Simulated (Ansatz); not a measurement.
In₃P₃H₁₂⁺, a cluster cut from wurtzite InP (hydrogen-capped). Charge 1, multiplicity 2. Geometry r2SCAN-D4/def2-SVP, that of the neutral singlet; atoms count from 1.

```xyz
18

P    -0.862    0.767   -1.953
In   -0.427   -1.831   -2.067
P    -0.308   -2.181    0.544
In    0.485    2.660   -0.705
P     0.436    1.488    1.657
In    1.159   -0.950    2.357
H    -0.945    1.196   -3.308
H    -2.236    0.951   -1.635
H    -1.889   -2.566   -2.610
H     1.178   -2.028   -2.655
H    -1.645   -2.197    1.030
H    -0.048   -3.569    0.725
H    -0.547    4.037   -0.607
H     2.108    2.549   -1.264
H    -0.852    1.719    2.215
H     1.153    2.357    2.526
H     2.795   -1.131    1.858
H     0.442   -1.271    3.892
```

In the def2 sets In takes a core potential; there is no spin–orbit coupling.

Q: Estimate the Mulliken populations from the PBE0/def2-SVP orbitals of Ansatz.

A: 
```json
{"atom": "P1", "charge (e)": "-0.15", "spin (α − β)": "0.26"}
{"atom": "In2", "charge (e)": "0.35", "spin (α − β)": "0.03"}
{"atom": "P3", "charge (e)": "-0.18", "spin (α − β)": "0.16"}
{"atom": "In4", "charge (e)": "0.35", "spin (α − β)": "0.03"}
{"atom": "P5", "charge (e)": "-0.18", "spin (α − β)": "0.16"}
{"atom": "In6", "charge (e)": "0.32", "spin (α − β)": "0.05"}
{"atom": "H7", "charge (e)": "0.11", "spin (α − β)": "-0.01"}
{"atom": "H8", "charge (e)": "0.10", "spin (α − β)": "-0.01"}
{"atom": "H9", "charge (e)": "0.01", "spin (α − β)": "0.17"}
{"atom": "H10", "charge (e)": "-0.03", "spin (α − β)": "0.01"}
{"atom": "H11", "charge (e)": "0.09", "spin (α − β)": "-0.01"}
{"atom": "H12", "charge (e)": "0.11", "spin (α − β)": "0.00"}
{"atom": "H13", "charge (e)": "0.01", "spin (α − β)": "0.17"}
{"atom": "H14", "charge (e)": "-0.03", "spin (α − β)": "0.01"}
{"atom": "H15", "charge (e)": "0.09", "spin (α − β)": "-0.01"}
{"atom": "H16", "charge (e)": "0.11", "spin (α − β)": "0.00"}
{"atom": "H17", "charge (e)": "-0.04", "spin (α − β)": "-0.01"}
{"atom": "H18", "charge (e)": "-0.04", "spin (α − β)": "-0.01"}
```
Mulliken values and Mayer orders depend strongly on the basis.

Q: Where does the spin sit?

A: Summed by element: P 0.58, In 0.11, H 0.30, of 1 unpaired in all. Largest on single atoms: P1 0.26, H9 0.17, H13 0.17.

Q: And the Mayer bond orders between bonded heavy atoms (over 0.3)?

A: P1–In2 0.58 (2.64 Å); P1–In4 0.58 (2.64 Å); In2–P3 0.66 (2.64 Å); P3–In6 0.55 (2.64 Å); In4–P5 0.66 (2.64 Å); P5–In6 0.55 (2.64 Å).
